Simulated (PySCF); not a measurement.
## Cu⁺: excitation energy

Cu⁺ [Ar] 3d10 (1S) → Cu⁺ [Ar] 3d9 4s1 (3D), as a difference of total energies. All numbers are calculated (PySCF 2.14, no relativity, point nucleus, in def2-TZVPPD (6s6p4d2f1g, 67 functions)). Correlated levels: valence and next inner shell: [Ne] frozen. The calculations carry no spin-orbit coupling.

Question: Order these methods by the excitation energy they give, lowest first.
A. SCS-MP2 (valence and next inner shell)
B. CCSD(T) (valence and next inner shell)
C. UHF
D. CCSD (valence and next inner shell)

Answer: C (1.188 eV), D (3.128 eV), B (3.237 eV), A (4.088 eV).

These non-relativistic numbers lack the scalar-relativistic shift.

Errors of the correlated levels include the incompleteness of this basis and the frozen core.

For comparison: 2.808 eV (measured; NIST levels, between the centres of gravity of the two terms).
